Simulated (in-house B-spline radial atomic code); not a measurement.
The numbers below are computed, except where a source is named.
**Ghost states of the separable form: Se**

Se, [Ar] 3d10 4s2 4p4, non-relativistic PBE, spherical and spin-unpolarised, from an all-electron radial atomic-structure program (B-spline basis) (atomic units; all potentials screened as in the neutral atom).

Troullier-Martins channels: 4s (ε = -0.6145, r_c = 1.763 bohr), 4p (ε = -0.2406, r_c = 2.153 bohr). In the Kleinman-Bylander form one channel serves as the local potential, and each other channel l becomes |δV u><u δV|/<u|δV|u>, with δV = V_l − V_local and u the pseudo-orbital. Its strength is E_KB = <u|δV²|u>/<u|δV|u>. By the analysis of Gonze, Stumpf and Scheffler a spurious state lies below the reference level ε if E_KB > 0 and ε is above the second level of the local potential alone, or if E_KB < 0 and ε is above its first. The table's levels are those of angular momentum l in a sphere of 9 bohr, whose wall can lift a shallow ε a little above its free-atom value.

```csv
local,channel,<u δV u>,<u δV² u>,ε,first local level,second local level
p,s,0.03824,0.23519,-0.6145,-0.7272,-0.0077
s,p,-0.011495,0.10941,-0.2406,-0.2413,0.0922
```

Task: Apply the rule to each row.

Result: Local p, channel s: E_KB = +6.15, so ε = -0.6145 is set against -0.0077: no ghost. Local s, channel p: E_KB = -9.52, so ε = -0.2406 is set against -0.2413: a ghost.

Diagonalising the separable Hamiltonian gives:

```json
{"local": "p", "channel": "s", "three lowest levels": "-0.6145, 0.0159, 0.3001", "all-electron, two lowest valence levels": "-0.6145, 0.0159"}
{"local": "s", "channel": "p", "three lowest levels": "-0.6778, -0.2406, 0.0928", "all-electron, two lowest valence levels": "-0.2406, 0.0912"}
```

Task: Which choices of local channel are safe?

Result: Free of ghosts: p. With s local the p channel has a ghost 0.44 hartree below ε, since the attractive projector pulls a state below the first local level. Among the safe choices the second level, which tests transfer, is off by at most 0.1 millihartree (p local).
